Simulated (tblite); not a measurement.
Species: C3H8NOSi (doublet state).
Z-matrix (Å and degrees, GFN2-xTB geometry), rows numbered from 1:
```
C 
C   1  1.3664
C   2  1.3849  1  125.05
O   3  1.3371  2  121.74  1    -0.84
Si  4  1.6302  3  132.42  2   170.42
N   5  1.7243  4  108.39  3   -59.23
H   1  1.0737  2  121.48  3  -179.70
H   1  1.0749  2  120.66  3     0.30
H   2  1.0818  1  119.21  3   179.72
H   3  1.0811  2  121.02  1   178.80
H   5  1.4620  4  112.82  3    55.53
H   5  1.4591  4   97.79  3   176.62
H   6  1.0088  5  118.68  4   -42.30
H   6  1.0063  5  119.43  4   178.90
```

Method: GFN2-xTB as coded in tblite; computed harmonic values from a numerical Hessian at the method's own geometry, unscaled. Against measured fundamentals such values can be off by several per cent, at times by over 20. Modes of hydrogen on silicon can be 10 to 20 % off. One conformer, not necessarily the lowest. Open shells enter through the occupations alone, without spin polarisation, and single modes of such species can be off by tens of per cent.

Harmonic wavenumbers (cm⁻¹): 25.1, 76.8, 126.4, 208.1, 228.4, 287.6, 325.4, 533.9, 535.7, 548.7, 558.8, 613.8, 684.2, 741.9, 753.2, 784.0, 791.6, 843.5, 903.1, 940.9, 1005.1, 1106.8, 1243.2, 1289.8, 1360.6, 1455.2, 1493.1, 1520.0, 2252.1, 2293.5, 3045.2, 3065.1, 3124.8, 3160.7, 3464.4, 3514.8.

A = 7943, B = 1326, C = 1273 MHz; mass 102.038 u (most abundant isotopes); point group C1, symmetry number 1; spin multiplicity 2.

Task: Zero-point energy?

Result: ½Σν̃ = 22453 cm⁻¹ = 268.60 kJ/mol.

Task: What is S at 500 K and 1 bar for an ideal gas of classical rigid rotors and harmonic oscillators?

Result: Translation 177.29, rotation 121.82, vibration 170.38, spin (R ln 2) 5.76: S = 475.2 J/(mol K).

Task: And Cp and H(500 K) − H(0)?

Result: Cp = 191.54 J/(mol K), of which vibrations give 158.28 (their classical limit is 36 R = 299.3); H(500 K) − H(0) = 59.13 kJ/mol without the zero-point energy, 42.50 from vibrations.

Task: What must be added to the electronic energy to get the Gibbs energy at 500 K and 1 bar?

Result: ZPE + [H(500 K) − H(0)] − T·S = 268.60 + 59.13 − 237.62 = 90.11 kJ/mol.

Task: Blend soft modes into free rotors: weight 1/[1 + (100 cm⁻¹/ν̃)⁴] for the oscillator and the rest for a rotor with moment μB/(μ + B), μ = h/(8π²ν), B = 10⁻⁴⁴ kg m². What vibrational entropy results?

Result: 154.72 J/(mol K) in place of 170.38, which changes −T·S at 500 K by +7.83 kJ/mol.

Hindered rotation and anharmonicity are outside this model. Other conformers, if any are populated, would add a mixing term that is left out. The structure is chiral; the term R ln 2 for an equal mix with its mirror image is left out.

On an Arm Neoverse N1 with one thread, shared host with 32 logical CPUs at a one-minute load of 24, this took 0.54 s wall. The figure is for the frequency step alone.
